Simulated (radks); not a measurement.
Initial-state core-level shifts of the antimony ion Sb+ when its valence configuration changes from [Kr] 4d10 5s2 5p2. Method: scalar-relativistic Kohn-Sham, PBE, spin-polarised, spherical densities, finite nucleus; open shells are filled with parallel spins first (spin-orbit coupling, left out, can overturn this in heavy ions); Fermi nuclear charge, rms radius 4.6802 fm; computed with a radial shooting solver on a logarithmic mesh with Libxc functionals. Shifts are changes of the shell-averaged eigenvalues in eV (positive: less bound); the change of the density at the nucleus, which sets a Mossbauer isomer shift, is in e/bohr^3, on a base of 2.151e+05.

valence,1s,2p,3s,3p,density at nucleus
4d10 5s1 5p3,-1.157,-1.133,-1.169,-1.168,-51.65
4d8 5s1 5p5,-18.772,-19.700,-18.957,-18.958,-17.96
4d10 5p4,-2.948,-2.886,-2.937,-2.935,-103.82
4d9 5s2 5p3,-8.462,-8.909,-8.569,-8.570,+21.53
4d8 5s1.5 5p4.5,-18.092,-19.029,-18.275,-18.276,+12.98
4d10 5s1.5 5p2.5,-0.607,-0.594,-0.611,-0.611,-25.46
4d9.5 5s1.5 5p3,-4.775,-4.980,-4.838,-4.838,-16.33
4d7.5 5s1 5p5.5,-23.262,-24.462,-23.477,-23.478,-8.81
4d7.5 5s1.5 5p5,-22.598,-23.806,-22.809,-22.810,+23.28
